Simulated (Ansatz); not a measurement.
Saddle point of SiNH4O2F, closed shell (SiNH₃O₂ ([NH2][Si]([O])[OH]) + HF → SiNH₃O₂ ([NH][Si]([OH])[OH]) + HF; bonds formed: F2–H4, O6–H9; bonds broken: F2–H9, N3–H4), PBE0-D4/def2-TZVP structure:

Si1  (-0.512, 0.309, 0.110)
F2  (1.713, -1.469, 0.028)
N3  (0.693, 0.465, -0.940)
H4  (1.394, -0.492, -0.610)
O5  (-1.799, 1.256, 0.226)
O6  (-0.399, -0.904, 1.119)
H7  (0.861, 1.132, -1.670)
H8  (-2.454, 1.053, 0.900)
H9  (0.502, -1.350, 0.837)
(Å)

Energies are electronic, without zero-point energy. Barriers and step energies count from the start structure reached by relaxing down the imaginary mode; all methods use the PBE0-D4 structures, on which another method's saddle can fall below an end. Ansatz 0.2.0; basis: def2-TZVPP, with def2-QZVPP for the basis limit; cores frozen in the correlated methods. B3LYP uses VWN-RPA correlation. Extrapolation: Hartree–Fock as exp(−7.88 √X), correlation as X^−2.97.

```csv
method,barrier (eV),step energy (eV)
SPW92,0.351,0.465
PBE-D4,?,0.586
BLYP-D4,0.739,0.634
r2SCAN-D4,0.695,0.616
B97M-V,0.847,0.653
PBE0-D4,0.729,0.615
B3LYP-D4,0.793,0.651
r2SCAN0-D4,0.758,0.629
BHLYP-D4,0.894,0.686
CAM-B3LYP-D4,?,0.654
wB97X-V,0.810,0.668
wB97M-V,0.802,0.640
B2PLYP,?,0.673
PBE-QIDH,0.807,0.652
RPA on PBE,0.855,0.654
HF,1.189,0.793
MP2,0.847,0.673
CCSD,0.917,0.679
CCSD(T),0.858,0.654
```

Fill in the withheld barriers. (An estimate is asked for; the value comes from the calculation.)

Computed: CAM-B3LYP-D4 0.769; PBE-D4 0.639; B2PLYP 0.835 eV. Each is the energy of the saddle less that of the start structure, by the same method.

For comparison, the barrier by CCSD(T) at an estimated basis limit (MP2 extrapolated from triple and quadruple zeta, plus CCSD(T) − MP2 in triple zeta) is 0.849 eV.

No T1 diagnostic of these runs exceeds 0.014.

Labels in which every atom is bracketed show which atoms are joined, not bond orders.

For scale, one of the runs: CCSD(T)/def2-TZVPP, 222 basis functions, launched by `ansatz run in.yaml --threads 4 --pin off --events-out ev --progress --plain --max-ram 9574MiB`. Hardware: 4 CPU threads of an Intel Xeon, shared host. Wall time 2.1 min; peak host memory 3.7 GiB.
